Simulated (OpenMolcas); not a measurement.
# Potential curves of TiH⁺: spin-free states

Calculated with OpenMolcas 26.06: state-averaged CASSCF(4,7) over Ti 4s 3d, H 1s, XMS-CASPT2 (IPEA 0.25, imaginary shift 0.2 hartree), scalar X2C, ANO-RCC-VTZP, then RASSI spin–orbit state interaction with atomic mean-field integrals. C2 symmetry about the axis (a holds Σ, Δ, Γ; b holds Π, Φ, H; Σ⁺ and Σ⁻ are not told apart); roots by multiplicity and irrep: 3b 6, 3a 4, 1a 7, 1b 6.

XMS-CASPT2 energies in eV from the lowest point. Curves are followed by energy order within each symmetry, so they are adiabatic and may change character at avoided crossings; Σ⁺ and Σ⁻ are counted together.

```tsv
R (Å)	(1)3Φ	(1)3Σ	(1)1Π	(1)1Σ	(1)1Δ	(2)3Σ	(1)1Γ
1.526	0.228	0.231	1.033	1.154	1.237	1.345	1.614
1.594	0.082	0.087	0.916	1.006	1.130	1.202	1.463
1.645	0.023	0.028	0.872	0.948	1.097	1.145	1.405
1.696	0.000	0.004	0.868	0.926	1.087	1.125	1.382
1.755	0.009	0.013	0.890	0.939	1.112	1.138	1.394
1.899	0.153	0.152	1.063	1.090	1.284	1.290	1.549
2.035	0.387	0.380	1.326	1.330	1.525	1.531	1.803
```

The 7 lowest clean curves are shown; the next is (2)1Δ, from 1.54 eV. Left out for impure symmetry, kinks or missing points, though low: (1)3Π, (1)3Δ, (2)3Π. Only roots inside an energy window near the equilibrium distance were included, so the list of states is not complete; labels number the states computed. Each spin and symmetry block has orbitals of its own, averaged over its own roots, so gaps between blocks are less sure than gaps within one and near the minimum can be off by tenths of an eV, in bad cases by more. No Rydberg orbitals are active, so Rydberg states, and σ→σ* states whose orbital the CASSCF left unused, can be missing between those listed. CASPT2 splits the two components of degenerate states numerically, here by up to 80 cm⁻¹. For d and f metals this valence active space lacks a second d shell: the order of states is not reliable within half an eV or more, and the lowest computed state need not be the true ground state. Points that failed a check (symmetry, reference weights, a jump) are left out.
